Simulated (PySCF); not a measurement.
Saddle point of BH4SeF, closed shell (BH₂F ([BH2][F]) + H₂Se → BH₃Se ([BH2][SeH]) + HF; bonds formed: F2–H5; dative contacts that become bonds: B1–Se6; bonds broken: B1–F2, H5–Se6), PBE0-D4/def2-TZVP structure:

B1  (-0.480, -0.561, 0.197)
F2  (0.770, -1.068, -0.605)
H3  (-1.468, -0.950, -0.346)
H4  (-0.298, -0.722, 1.363)
H5  (0.833, 0.073, -0.888)
Se6  (-0.140, 1.441, -0.406)
H7  (0.782, 1.787, 0.685)
(Å)

Energies are electronic, without zero-point energy. Barriers and step energies count from the start structure reached by relaxing down the imaginary mode; all methods use the PBE0-D4 structures, on which another method's saddle can fall below an end. Program: PySCF 2.14 with density fitting (its default auxiliary sets; JK sets also for MP2 and CCSD(T)). Basis: def2-TZVPP, with def2-QZVPP for the basis limit. Cores are frozen in the correlated methods. Filled d shells of the heavier atoms are correlated. The def2 sets are not built for correlating such inner shells, so the correlated values are less sure here. B3LYP uses VWN-RPA correlation. Extrapolation: Hartree–Fock as exp(−7.88 √X), correlation as X^−2.97.

```json
{"method": "SPW92", "barrier (kcal/mol)": "?", "step energy (kcal/mol)": "17.60"}
{"method": "PBE-D4", "barrier (kcal/mol)": "19.38", "step energy (kcal/mol)": "13.46"}
{"method": "r2SCAN-D4", "barrier (kcal/mol)": "21.93", "step energy (kcal/mol)": "14.45"}
{"method": "PBE0-D4", "barrier (kcal/mol)": "22.36", "step energy (kcal/mol)": "13.12"}
{"method": "B3LYP-D4", "barrier (kcal/mol)": "?", "step energy (kcal/mol)": "13.49"}
{"method": "BHLYP-D4", "barrier (kcal/mol)": "?", "step energy (kcal/mol)": "13.52"}
{"method": "wB97M-V", "barrier (kcal/mol)": "24.27", "step energy (kcal/mol)": "13.66"}
{"method": "HF", "barrier (kcal/mol)": "38.59", "step energy (kcal/mol)": "11.09"}
{"method": "MP2", "barrier (kcal/mol)": "22.79", "step energy (kcal/mol)": "11.23"}
{"method": "CCSD", "barrier (kcal/mol)": "27.49", "step energy (kcal/mol)": "11.94"}
{"method": "CCSD(T)", "barrier (kcal/mol)": "25.09", "step energy (kcal/mol)": "11.94"}
```

Q: Fill in the withheld barriers. (Judge from chemistry; the value comes from the calculation.)

A: Computed: SPW92 14.43; B3LYP-D4 25.53; BHLYP-D4 29.35 kcal/mol. Each is the energy of the saddle less that of the start structure, by the same method.

For comparison, the barrier by CCSD(T) at an estimated basis limit (MP2 extrapolated from triple and quadruple zeta, plus CCSD(T) − MP2 in triple zeta) is 24.40 kcal/mol.

No T1 diagnostic of these runs exceeds 0.012.

Labels in which every atom is bracketed show which atoms are joined, not bond orders.

For scale, one of the runs: CCSD(T)/def2-TZVPP, 166 basis functions, launched by `OMP_NUM_THREADS=4 python run.py`. Hardware: 4 CPU threads of an Arm Neoverse V2, shared host. Wall time 3.7 min; peak host memory 1.7 GiB.
